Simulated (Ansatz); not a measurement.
Relaxation of the cluster Cs₂Cl₂⁻ with UKS PBE-D4/def2-TZVPD.

```sh
$ ansatz run in.yaml --threads 4 --pin off --events-out ev --progress --plain --max-ram 3916MiB
```

```yaml
crystal:
  periodic: [false, false, false]
  atoms:
    - {symbol: Cs, position_ang: [-1.643460, -1.267400, 0.065080]}
    - {symbol: Cs, position_ang: [1.831300, 0.328550, -0.884280]}
    - {symbol: Cl, position_ang: [0.807690, -0.693060, 1.944330]}
    - {symbol: Cl, position_ang: [-0.995520, 1.631910, -1.125130]}
basis:
  gaussian: {orbitals: def2-TZVPD}
total_charge: -1
magnetization: {spin_polarized: true, initial_magnetization: 1}
hamiltonian: {xc: pbe, dispersion: d4}
scf: {lower_state_search: "off"}
output: {orbitals: {seedname: orbitals}}
relax: {f_tol: 0.02, max_steps: 100}
```

It took 20 s on 4 threads of Arm Neoverse V2 on a shared host.

Positions (Å) and forces (eV/Å) at steps 1, 2, 3, 4, 7 of 7:

```xyz
4
step=1 energy=-26139.2431 eV
Cs   -1.643   -1.267    0.065   -0.340   -0.098    0.044
Cs    1.831    0.329   -0.884    0.384    0.110   -0.060
Cl    0.808   -0.693    1.944    0.136   -0.115    0.169
Cl   -0.996    1.632   -1.125   -0.180    0.102   -0.153
4
step=2 energy=-26139.3276 eV
Cs   -1.750   -1.246    0.132   -0.139    0.019    0.053
Cs    1.919    0.421   -0.855    0.139    0.088    0.025
Cl    0.850   -0.779    1.936    0.065   -0.090    0.019
Cl   -1.020    1.603   -1.214   -0.065   -0.017   -0.096
4
step=3 energy=-26139.3923 eV
Cs   -1.883   -1.175    0.252    0.002    0.073    0.043
Cs    2.009    0.577   -0.779   -0.022    0.049    0.061
Cl    0.910   -0.926    1.887    0.005   -0.042   -0.074
Cl   -1.037    1.524   -1.360    0.015   -0.079   -0.029
4
step=4 energy=-26139.4297 eV
Cs   -1.968   -1.061    0.384    0.043    0.060    0.021
Cs    2.039    0.736   -0.671   -0.060    0.015    0.046
Cl    0.968   -1.094    1.810   -0.030    0.010   -0.096
Cl   -1.039    1.419   -1.523    0.047   -0.084    0.029
4
step=7 energy=-26139.4513 eV
Cs   -2.040   -0.915    0.538    0.003    0.001   -0.001
Cs    2.040    0.916   -0.537   -0.003   -0.001    0.001
Cl    0.981   -1.230    1.630    0.001   -0.001    0.002
Cl   -0.981    1.229   -1.631   -0.001    0.002   -0.002
```

In the def2 sets Cs takes a core potential; there is no spin–orbit coupling. The highest occupied level of the charge -1 doublet lies above zero (up to 0.63 eV). By energy differences its removal costs 0.30 eV (vertical, to the charge 0 singlet, at PBE-D4/def2-TZVPD); a positive level beside a positive removal energy at the same level points to self-interaction error. The gap within one spin of the charge -1 doublet nearly closes, so an electron or hole may be smeared out by delocalisation error. The relaxation made no stability test and no search for a lower SCF solution. The structure comes from a short search, and lower isomers may exist.
